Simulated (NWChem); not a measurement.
System: C$_{4}$H$_{3}$Br; SMILES C#CC(=C)Br

```xyz
8

C      1.1264     2.6050    -0.0010
C      0.3351     1.6853    -0.0004
C     -0.5778     0.5974     0.0000
C     -1.9117     0.7124     0.0001
Br     0.2379    -1.1202     0.0003
H      1.8248     3.4217    -0.0016
H     -2.3665     1.7057     0.0001
H     -2.5594    -0.1656     0.0000
```
Atoms are numbered in this order, from 1.

Level: PBE0/def2-SVP (NWChem), optimised geometry, unscaled harmonic frequencies. This build's default masses of Se (78.918 u) and Br (79.917 u) are each other's, which moves their modes by up to 0.6 %.

Problem. List the harmonic frequencies with IR intensities, and the thermochemistry.

Solution. 
```csv
frequency (cm⁻¹),IR intensity (km/mol)
155,1.2
266,7.9
330,0.5
442,0.7
570,1.2
618,29.4
685,36.2
713,32.3
713,0.7
910,5.8
922,38.8
1160,85.9
1391,4.1
1687,29.4
2235,5.1
3184,1.9
3299,0.9
3489,87.9
```

| Property | Result |
|---|---|
| zero-point energy | 32.5 kcal/mol |
| thermal correction to the enthalpy at 298.15 K (with zero-point energy) | 36.5 kcal/mol |
| heat capacity Cv | 18.5 cal/(mol K) |
| entropy at 298.15 K and 1 atm (symmetry number 1) | 76.2 cal/(mol K) |
| dipole moment | 1.33 D |

Rigid rotor and harmonic oscillator.
